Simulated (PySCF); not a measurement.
SMILES [SeH]/C=[CH]\[GeH3] (C2H6GeSe) (PBE0/def2-SVP optimised geometry):

```
10

Ge     1.136     0.777     0.000
C     -0.041    -0.765     0.000
C     -1.382    -0.765     0.000
Se    -2.592     0.685     0.000
H      2.592     0.283     0.002
H      0.898     1.653    -1.248
H      0.895     1.655     1.245
H      0.441    -1.749     0.000
H     -1.939    -1.709     0.000
H     -1.576     1.749     0.001
```

Method: PBE0/def2-TZVP run with PySCF.

Question: What are the frontier orbital energies and the dipole moment?

Answer: HOMO-2 -8.86 eV, HOMO-1 -8.82 eV, HOMO -6.55 eV, LUMO -0.58 eV, LUMO+1 -0.15 eV; dipole moment 0.57 D.

Meta-Löwdin charges at PBE0/def2-TZVP: Ge1 0.33, C2 -0.35, C3 -0.21, Se4 0.06, H5 -0.05, H6 -0.06, H7 -0.06, H8 0.13, H9 0.13, H10 0.06.
